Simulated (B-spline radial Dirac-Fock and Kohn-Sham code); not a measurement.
**Two-hole binding energies of Er**

System: atomic erbium in the configuration 1s2 2s2 2p6 3s2 3p6 3d10 4s2 4p6 4d10 4f12 5s2 5p6 6s1 6p1 (an excited configuration).

Method: Dirac-Fock (average of configuration) total-energy differences with a finite nucleus, the Breit interaction including its frequency dependence, and self-energy and vacuum-polarisation corrections. Computed with a B-spline atomic structure program. U is the two-hole binding energy less the two single-hole energies, the effective repulsion of the holes after relaxation. Each two-hole energy is an average over J within one jj subconfiguration.

| holes | E(a) (eV) | E(b) (eV) | E(ab) (eV) | U (eV) |
| --- | --- | --- | --- | --- |
| 1s⁻¹ 2p1/2⁻¹ | 57483.7 | 9265.3 | 67100.2 | 351.1 |
| 1s⁻¹ 3p3/2⁻¹ | 57483.7 | 1816.2 | 59386.6 | 86.7 |
| 1s⁻¹ 3d3/2⁻¹ | 57483.7 | 1453.2 | 59019.6 | 82.7 |
| 1s⁻¹ 3d5/2⁻¹ | 57483.7 | 1412.0 | 58975.2 | 79.5 |
| 2p1/2⁻¹ 2p3/2⁻¹ | 9265.3 | 8358.9 | 17833.9 | 209.7 |
| 2p3/2⁻² | 8358.9 | 8358.9 | 16921.5 | 203.7 |
| 2s⁻¹ 3p1/2⁻¹ | 9758.9 | 2009.4 | 11843.6 | 75.2 |
| 2p1/2⁻¹ 3s⁻¹ | 9265.3 | 2224.4 | 11561.7 | 72.0 |
| 2s⁻¹ 3d3/2⁻¹ | 9758.9 | 1453.2 | 11291.9 | 79.7 |
| 2s⁻¹ 3d5/2⁻¹ | 9758.9 | 1412.0 | 11248.2 | 77.3 |
| 2p3/2⁻¹ 3p1/2⁻¹ | 8358.9 | 2009.4 | 10446.0 | 77.7 |
| 3p1/2⁻² | 2009.4 | 2009.4 | 4074.8 | 56.0 |
| 3d3/2⁻² | 1453.2 | 1453.2 | 2964.5 | 58.0 |
| 3d5/2⁻² | 1412.0 | 1412.0 | ? | ? |

Q: Give the missing two-hole energy and U.

A: E(ab) = 2881.0 eV and U = 57.0 eV.
